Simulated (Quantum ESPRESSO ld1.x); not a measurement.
Species: Dy II. Configuration: [Kr] 4d10 4f10 5s2 5p4 6s1 7s2 (not the ground configuration). Calculated with ld1.x of Quantum ESPRESSO 7.5: Dirac Kohn-Sham, LDA (Slater exchange, VWN5 correlation), spin-unpolarised, spherical densities, point nucleus; open shells fill j = l - 1/2 first. Some entries of the table are withheld. Estimate them.

orbital  occ.  eigenvalue (hartree)  <r^2> (bohr^2)
1s1/2       2              -1968.96       0.0006101
2s1/2       2              -328.471        0.009471
2p1/2       2              -312.543        0.006850
2p3/2       4              -283.165        0.008076
3s1/2       2                   (1)         0.06289
3p1/2       2                   (2)             (3)
3p3/2       4                   (4)             (5)
3d3/2       4              -48.6872         0.05174
3d5/2       6              -47.3538         0.05368
4s1/2       2              -15.2602          0.3180
4p1/2       2              -12.5166          0.3334
4p3/2       4              -11.1497          0.3725
4d3/2       4              -6.62572          0.4248
4d5/2       6              -6.37857          0.4403
5s1/2       2              -2.65473           1.829
5p1/2       2              -1.88770           2.264
5p3/2       2              -1.69544           2.555
4f5/2       6              -1.00204          0.8818
4f7/2       4              -0.96873          0.9113
6s1/2       1              -0.60634           10.43
7s1/2       2              -0.21219           45.23

Answer. 
(1) 3s1/2 eigenvalue (hartree): -73.7477
(2) 3p1/2 eigenvalue (hartree): -66.7870
(3) 3p1/2 <r^2> (bohr^2): 0.05835
(4) 3p3/2 eigenvalue (hartree): -60.6879
(5) 3p3/2 <r^2> (bohr^2): 0.06531
